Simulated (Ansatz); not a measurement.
```yaml
crystal:
  periodic: [false, false, false]
  atoms:
    - {symbol: Mg, position_ang: [-0.972021, 0.332333, 1.879082]}
    - {symbol: H, position_ang: [-2.173549, -0.185504, 2.734833]}
    - {symbol: Br, position_ang: [0.537730, -1.933511, 0.396244]}
    - {symbol: Mg, position_ang: [0.953261, 0.000595, -1.285013]}
    - {symbol: H, position_ang: [2.022170, 0.175215, -2.685628]}
    - {symbol: Br, position_ang: [-0.930811, 1.557277, -0.407085]}
basis:
  gaussian: {orbitals: STO-3G}
total_charge: 1
magnetization: {spin_polarized: true, initial_magnetization: 1}
hamiltonian: {xc: {name: PBE}}
scf: {lower_state_search: light}
output: {forces: true}
```

```sh
$ ansatz run in.yaml --threads 4 --pin off --events-out ev --progress --plain --max-ram 3916MiB
```

Output, abridged:

```
Functional definition: PBE
548 factors; integrals over basis functions are off by at most 1.8e-4 eV
mean field evaluation 1: about -149304.3218 eV, gradient 2.5e1 eV
mean field evaluation 2: about -149282.1539 eV, gradient 5.7e1 eV
mean field evaluation 4: about -149307.4589 eV, gradient 1.5e1 eV
mean field evaluation 8: about -149310.4479 eV, gradient 6.1e0 eV
mean field evaluation 16: about -149311.5057 eV, gradient 1.4e0 eV
mean field evaluation 32: about -149309.8594 eV, gradient 8.7e0 eV
mean field evaluation 64: about -149310.5197 eV, gradient 1.9e0 eV
mean field evaluation 96: about -149311.3763 eV, gradient 3.9e-2 eV
mean field -149311.55288141 eV, -5487.0983613862 hartree, gradient 1.6e-6 eV, S^2 0.754982; 10 other end points of the search recorded, 0 dependent functions left out
reference -149311.55290212 eV, -5487.0983621473 hartree; 48, 47 occupied and 8, 9 virtual orbitals, 548 factors
Total energy: -149311.55290212 eV, -5487.0983621473 hartree
Atom 0 at    -0.972021     0.332333     1.879082 Å, force     0.334431     0.115116    -2.625206 eV/Å
Atom 1 at    -2.173549    -0.185504     2.734833 Å, force    -0.066187    -0.139027     0.366566 eV/Å
Atom 2 at     0.537730    -1.933511     0.396244 Å, force    -0.156749     2.550483    -0.653980 eV/Å
Atom 3 at     0.953261     0.000595    -1.285013 Å, force    -0.916211    -0.302977     0.362777 eV/Å
Atom 4 at     2.022170     0.175215    -2.685628 Å, force    -0.909397    -0.137736     1.331339 eV/Å
Atom 5 at    -0.930811     1.557277    -0.407085 Å, force     1.714112    -2.085860     1.218504 eV/Å
Dipole moment:     0.582934     0.393092     0.385860 e Å
```

It took 6.5 s on 4 threads of Arm Neoverse V2 on a shared host.

The dipole of an ion depends on the origin.
